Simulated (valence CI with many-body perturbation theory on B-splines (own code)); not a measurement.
Results of a calculation; reference values are marked as such.
**Energy levels of Ir38+**

Method: valence CI with perturbative core correlation (CI+MBPT): three valence electrons over a frozen Dirac-Fock core [Kr], radial functions for each j: 7 s, 7 p, 8 d, 6 f, 4 g, 1 h, with the one-electron correlation potential Σ1, the two-electron term Σ2, the three-electron term Σ3, Breit, model QED; selected CI, second order for the rest, scaled by the run's own slope (own B-spline code, finite nucleus).

The last digits are not significant, and no measured levels were compared; by estimate large intervals hold to a few tenths of a per cent, small ones and those within an open d or f shell to about a per cent. The list stops below the first excitations out of the core.

Levels 1 to 19 of 19, with energies above the lowest level, (4d3/2^3) J=3/2. "Leading %" is the weight of the configuration and term that name the level; weights of strongly mixed levels are sums over their largest components and can fall short. In the jj column 3d3/2^4 stands for four electrons in 3d with j = 3/2.

```
No.  Configuration  Term     J  E (cm⁻¹)  Leading %  Second component      g             Leading jj
  1            4d³    ⁴F   3/2         0         48       37 % 4d³ ²D  0.703         4d3/2^3 (98 %)
  2            4d³    ⁴F   5/2    155660         83       15 % 4d³ ²D  1.054   4d3/2^2 4d5/2 (99 %)
  3            4d³    ⁴P   3/2    175700         39       30 % 4d³ ⁴F  1.193   4d3/2^2 4d5/2 (98 %)
  4            4d³    ²G   7/2    189240         48       35 % 4d³ ⁴F  1.050   4d3/2^2 4d5/2 (96 %)
  5            4d³    ²H   9/2    191490         45       42 % 4d³ ²G  1.045   4d3/2^2 4d5/2 (99 %)
  6            4d³    ⁴P   1/2    193020         59       41 % 4d³ ²P  1.844  4d3/2^2 4d5/2 (100 %)
  7            4d³    ²D   5/2    263790         39       39 % 4d³ ⁴P  1.275   4d3/2^2 4d5/2 (93 %)
  8            4d³    ⁴F   7/2    342000         63       34 % 4d³ ²G  1.112   4d3/2 4d5/2^2 (98 %)
  9            4d³    ⁴F   9/2    357350         52       42 % 4d³ ²H  1.138   4d3/2 4d5/2^2 (97 %)
 10            4d³    ⁴P   3/2    371630         41       38 % 4d³ ²D  1.124   4d3/2 4d5/2^2 (99 %)
 11            4d³    ²P   1/2    381280         59       41 % 4d³ ⁴P  1.484  4d3/2 4d5/2^2 (100 %)
 12            4d³    ²D   5/2    386840         40       35 % 4d³ ⁴P  1.271   4d3/2 4d5/2^2 (93 %)
 13            4d³    ²H  11/2    389540        100                    1.086  4d3/2 4d5/2^2 (100 %)
 14            4d³    ²D   5/2    412970         45       40 % 4d³ ²F  1.100   4d3/2 4d5/2^2 (97 %)
 15            4d³    ²F   7/2    417280         80       18 % 4d³ ²G  1.094   4d3/2 4d5/2^2 (98 %)
 16            4d³    ²D   3/2    478040         74       20 % 4d³ ²P  0.913   4d3/2 4d5/2^2 (93 %)
 17            4d³    ²G   9/2    542140         51       35 % 4d³ ⁴F  1.158         4d5/2^3 (98 %)
 18            4d³    ²D   3/2    586060         48       38 % 4d³ ²P  1.110         4d5/2^3 (93 %)
 19            4d³    ²D   5/2    620030         61       22 % 4d³ ²F  1.164         4d5/2^3 (96 %)
```

The ionisation energy to 4d² ³F2 of the next ion comes out as 1741.4 eV (NIST: 1739 ± 4 eV (theoretical)). All 19 levels together are meant to be complete up to 1085200 cm⁻¹.
